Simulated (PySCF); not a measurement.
**Ne (neon, neutral): r2SCANh calculation**

Configuration: [He] 2s1 2p6 3s1, high-spin 3S determinant (an excited configuration). Calculation: PySCF 2.14, in aug-cc-pCVTZ-DK with one added diffuse shell each of s, p, d, f type (8s7p5d3f, 75 functions); scalar relativity by spin-free X2C-1e.

| Item | Value |
| --- | --- |
| Total energy | -127.4912 hartree |
| One-electron energy | -176.9965 hartree |
| Hartree (Coulomb) energy | 61.3965 hartree |
| Exchange-correlation energy | -11.8912 hartree |
| ⟨S²⟩ | 2.0019 |
| ⟨L²⟩ | 0.000 |
| Sum of ⟨r⟩ | 10.71 bohr |
| Sum of ⟨r²⟩ | 27.55 bohr² |
| Langevin diamagnetic susceptibility | -21.8 ×10⁻⁶ cm³/mol |

```
shell  electrons  mean orbital energy (eV)  rms radius, mean of both spins (bohr)
 1s α          1                   -859.52                                  0.183
 1s β          1                   -857.99                                  0.183
 2s α          1                   -53.633                                  0.941
 2p α          3                   -28.227                                   1.01
 2p β          3                   -25.242                                   1.01
 3s α          1                    -3.222                                   4.52
```

The outer electron is Rydberg-like, and this basis confines it to a smaller radius and binds it less than a complete one would.
